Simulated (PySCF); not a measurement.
C4H10SZn (SMILES C[C](C)(C)[Zn][SH]), singlet, at a GFN2-xTB geometry (such geometries of metal compounds can be far from the true shape); DF-CAMB3LYP/def2-TZVP (PySCF).

The PySCF input:
```python
from pyscf import gto, scf, dft

mol = gto.Mole()
mol.atom = '''
    Zn   -0.286381    0.330632    0.656967
    C     0.317007   -1.349965   -0.393374
    C     0.074104   -2.709558    0.243951
    C    -0.454568   -1.222457   -1.701055
    C     1.803711   -1.133193   -0.646690
    H     0.421248   -3.494115   -0.433130
    H    -0.983417   -2.875499    0.435709
    H     0.615855   -2.811210    1.181270
    H    -1.516600   -1.417569   -1.556796
    H    -0.337819   -0.227241   -2.134145
    H    -0.076831   -1.945349   -2.428205
    H     1.994690   -0.139333   -1.054704
    H     2.384546   -1.253665    0.266485
    H     2.166109   -1.864321   -1.373556
    S    -0.357293    2.592587    0.073332
    H    -0.801201    3.118969    1.197779
'''
mol.basis = 'def2-tzvp'
mol.charge = 0
mol.spin = 0
mol.verbose = 4
mol.max_memory = 1800
mol.build()

mf = dft.RKS(mol)
mf.xc = 'camb3lyp'
mf = mf.density_fit(auxbasis='def2-universal-jkfit')
mf.kernel()
```

Output, abridged:

```
PySCF version 2.14.0

[INPUT] verbose = 4
[INPUT] num. atoms = 16
[INPUT] num. electrons = 80
[INPUT] charge = 0
[INPUT] spin (= nelec alpha-beta = 2S) = 0
[INPUT] symmetry False subgroup None
[INPUT] Mole.unit = angstrom
[INPUT] Symbol           X                Y                Z      unit          X                Y                Z       unit  Magmom
[INPUT]  1 Zn    -0.286381000000   0.330632000000   0.656967000000 AA   -0.541181657279   0.624803928017   1.241487702877 Bohr   0.0
[INPUT]  2 C      0.317007000000  -1.349965000000  -0.393374000000 AA    0.599056409570  -2.551064127748  -0.743369124525 Bohr   0.0
[INPUT]  3 C      0.074104000000  -2.709558000000   0.243951000000 AA    0.140036264735  -5.120322538624   0.461000577814 Bohr   0.0
[INPUT]  4 C     -0.454568000000  -1.222457000000  -1.701055000000 AA   -0.859009024991  -2.310108929057  -3.214528072822 Bohr   0.0
[INPUT]  5 C      1.803711000000  -1.133193000000  -0.646690000000 AA    3.408519797865  -2.141424416274  -1.222066987495 Bohr   0.0
[INPUT]  6 H      0.421248000000  -3.494115000000  -0.433130000000 AA    0.796043350521  -6.602920397735  -0.818497076333 Bohr   0.0
[INPUT]  7 H     -0.983417000000  -2.875499000000   0.435709000000 AA   -1.858388796241  -5.433905581461   0.823370680008 Bohr   0.0
[INPUT]  8 H      0.615855000000  -2.811210000000   1.181270000000 AA    1.163797282444  -5.312416978639   2.232276779165 Bohr   0.0
[INPUT]  9 H     -1.516600000000  -1.417569000000  -1.556796000000 AA   -2.865958640515  -2.678817172674  -2.941918071818 Bohr   0.0
[INPUT] 10 H     -0.337819000000  -0.227241000000  -2.134145000000 AA   -0.638385389674  -0.429423254272  -4.032949560110 Bohr   0.0
[INPUT] 11 H     -0.076831000000  -1.945349000000  -2.428205000000 AA   -0.145189547876  -3.676176826697  -4.588642424300 Bohr   0.0
[INPUT] 12 H      1.994690000000  -0.139333000000  -1.054704000000 AA    3.769417803409  -0.263301210114  -1.993101702483 Bohr   0.0
[INPUT] 13 H      2.384546000000  -1.253665000000   0.266485000000 AA    4.506138871427  -2.369083501953   0.503583666305 Bohr   0.0
[INPUT] 14 H      2.166109000000  -1.864321000000  -1.373556000000 AA    4.093352765956  -3.523056098275  -2.595644656753 Bohr   0.0
[INPUT] 15 S     -0.357293000000   2.592587000000   0.073332000000 AA   -0.675185916224   4.899279384108   0.138577396167 Bohr   0.0
[INPUT] 16 H     -0.801201000000   3.118969000000   1.197779000000 AA   -1.514050460728   5.893997201009   2.263474267755 Bohr   0.0

nuclear repulsion = 498.6436602389
number of shells = 113
number of NR pGTOs = 422
number of NR cGTOs = 269
basis = def2-tzvp
ecp = {}

******** <class 'pyscf.df.df_jk.DFRKS'> ********
method = DFRKS
initial guess = minao
damping factor = 0
level_shift factor = 0
DIIS = <class 'pyscf.scf.diis.CDIIS'>
diis_start_cycle = 1
diis_space = 8
diis_damp = 0
SCF conv_tol = 1e-09
SCF conv_tol_grad = None
SCF max_cycles = 50
direct_scf = False
XC library pyscf.dft.libxc version 7.1.2
    S. Lehtola, C. Steigemann, M. J. T. Oliveira, and M. A. L. Marques,  SoftwareX 7, 1–5 (2018)
XC functionals = camb3lyp
    T. Yanai, D. P. Tew, and N. C. Handy,  Chem. Phys. Lett. 393, 51 (2004)
radial grids:
    Treutler-Ahlrichs [JCP 102, 346 (1995); DOI:10.1063/1.469408] (M4) radial grids

becke partition: Becke, JCP 88, 2547 (1988); DOI:10.1063/1.454033
pruning grids: <function nwchem_prune>
grids dens level: 3
symmetrized grids: False
atomic radii adjust function: <function treutler_atomic_radii_adjust>
small_rho_cutoff = 0
Set gradient conv threshold to 3.16228e-05
Initial guess from minao.
tot grids = 194072
******** <class 'pyscf.df.df.DF'> ********
auxbasis = def2-universal-jkfit
Create RSH-DF object <pyscf.df.df.DF object> for omega=0.33
******** <class 'pyscf.df.df.DF'> ********
auxbasis = auxmol.basis = def2-universal-jkfit
init E= -2336.10424302837
  HOMO = -0.253902514343661  LUMO = -0.0826731544543549  gap/eV = 4.65939
cycle= 1 E= -2336.02780150961  delta_E= 0.0764  |g|= 0.897  |ddm|= 2.85
  HOMO = -0.237789552270485  LUMO = -0.0625298207513723  gap/eV = 4.76906
cycle= 2 E= -2335.94006956061  delta_E= 0.0877  |g|= 1.53  |ddm|= 1.28
  HOMO = -0.277696288656086  LUMO = -0.0437788320584787  gap/eV = 6.36522
cycle= 3 E= -2336.13226945771  delta_E= -0.192  |g|= 0.104  |ddm|= 0.621
  HOMO = -0.289346393154749  LUMO = -0.0413010089318426  gap/eV = 6.74966
cycle= 4 E= -2336.13490271143  delta_E= -0.00263  |g|= 0.0379  |ddm|= 0.123
  HOMO = -0.287541514921889  LUMO = -0.0407883897789034  gap/eV = 6.71449
cycle= 5 E= -2336.13522150538  delta_E= -0.000319  |g|= 0.0072  |ddm|= 0.0382
  HOMO = -0.288189725753676  LUMO = -0.0408797278855886  gap/eV = 6.72965
cycle= 6 E= -2336.13523473575  delta_E= -1.32e-05  |g|= 0.00338  |ddm|= 0.0125
  HOMO = -0.287965038161886  LUMO = -0.0408566506545469  gap/eV = 6.72416
cycle= 7 E= -2336.13523765379  delta_E= -2.92e-06  |g|= 0.000809  |ddm|= 0.00373
  HOMO = -0.288099385028084  LUMO = -0.0409320605921195  gap/eV = 6.72577
cycle= 8 E= -2336.13523798425  delta_E= -3.3e-07  |g|= 0.000402  |ddm|= 0.00208
  HOMO = -0.288070256280741  LUMO = -0.0409116522698731  gap/eV = 6.72553
cycle= 9 E= -2336.13523802774  delta_E= -4.35e-08  |g|= 8.51e-05  |ddm|= 0.000525
  HOMO = -0.288071129056575  LUMO = -0.040914608812642  gap/eV = 6.72547
cycle= 10 E= -2336.13523803057  delta_E= -2.83e-09  |g|= 3.55e-05  |ddm|= 0.000157
  HOMO = -0.288071902913841  LUMO = -0.0409165124691668  gap/eV = 6.72544
cycle= 11 E= -2336.13523803096  delta_E= -3.82e-10  |g|= 6.58e-06  |ddm|= 5.11e-05
  HOMO = -0.288071294237928  LUMO = -0.0409162699067025  gap/eV = 6.72543
Extra cycle  E= -2336.13523803097  delta_E= -1e-11  |g|= 4.49e-06  |ddm|= 1.82e-05
converged SCF energy = -2336.13523803097
```
